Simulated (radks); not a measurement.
Dynamic dipole polarisability and lines of the cobalt ion Co24+, [He] 2s1. All-electron calculation, non-relativistic Kohn-Sham, LB94 model potential, spin-polarised, spherical densities, point nucleus; open shells are filled with parallel spins first. Program: a radial shooting solver on a logarithmic mesh with Libxc functionals. Time-dependent linear response with the Hartree and adiabatic LDA kernel, continuum included through the Sternheimer equations. Lines are the poles of the dipole polarisability below minus the highest occupied eigenvalue, found on a grid refined at the orbital gaps; the lowest seven at most are given, and weak or close lines can be missed. The first line takes the name of the lowest orbital gap if no other gap lies below it; otherwise a line is named after a gap within 0.6 % of it, if that gap stands alone.

| photon energy (eV) | alpha (bohr^3) |
|---|---|
| 0 | 0.01523 |
| 179.68 | -0.0007994 |
| 395.31 | 0.00009358 |
| 610.93 | 0.0002629 |
| 826.55 | 0.0004058 |
| 1042.2 | 0.0007623 |
| 1257.8 | -0.004869 |
| 1473.4 | -0.0002477 |
| 1689.0 | -0.0007043 |
| 1904.7 | -0.0001641 |
| 2120.3 | -0.0004071 |

Lines (eV, oscillator strength): 46.734 (26.53 nm, 2s-2p), f = 0.0441; 1234.0 (1.005 nm, 2s-3p), f = 0.399; 1654.6 (0.7493 nm, 2s-4p), f = 0.0958; 1847.4 (0.6711 nm, 2s-5p), f = 0.0394; 1951.9 (0.6352 nm, 2s-6p), f = 0.0204; 2015.0 (0.6153 nm, 2s-7p), f = 0.0121; 2055.8 (0.6031 nm, unassigned), f = 0.00776. Higher lines, where found, are left out when the end of the mesh affects them. Those listed give 100 % of the static polarisability (sum of f/w^2). Orbital energy gaps for comparison: 2s-2p 43.250 eV; 2s-3p 1237.9 eV; 2s-4p 1655.9 eV; 2s-5p 1848.0 eV; 2s-6p 1952.3 eV.
